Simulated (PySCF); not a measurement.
## Rh⁺: excitation energy

Rh⁺ [Kr] 4d8 (3F) → Rh⁺ [Kr] 4d7 5s1 (5F), as a difference of total energies. Computed with PySCF 2.14 in x2c-TZVPPall with one added diffuse shell each of s, p, d, f type (9s7p7d3f1g, 95 functions), with the spin-free X2C one-electron Hamiltonian (Gaussian nucleus). Correlated levels: valence: [Kr] frozen. The calculations carry no spin-orbit coupling.

```csv
method,excitation energy (eV)
UHF,1.327
MP2 (valence),2.181
SCS-MP2 (valence),2.472
CCSD (valence),2.035
CCSD(T) (valence),2.084
```

**Question.** How much does correlation contribute at CCSD(T) (valence)?

**Answer.** 2.084 − (1.327) = 0.757 eV, measured against UHF.

Errors of the correlated levels include the incompleteness of this basis and the frozen core.

For comparison: 2.126 eV (measured; NIST levels, between the centres of gravity of the two terms).
